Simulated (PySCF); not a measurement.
# Nb+: excitation energy

Nb+ [Kr] 4d4 (5D) → Nb+ [Kr] 4d3 5s1 (5F), as a difference of total energies. All numbers are calculated (PySCF 2.14, scalar relativity through the core potential, in aug-cc-pVTZ-PP with ECP28MDF). Correlated levels: valence: 4s2 4p6 frozen. The calculations carry no spin-orbit coupling.

Q: Order these methods by the excitation energy they give, lowest first.
A. MP2 (valence)
B. LDA
C. UHF
D. HSE06

A: C (0.057 eV), B (0.196 eV), A (0.247 eV), D (0.279 eV).

Errors of the correlated levels include the incompleteness of this basis and the frozen core.

For comparison: 0.326 eV (measured; NIST levels, between the centres of gravity of the two terms).
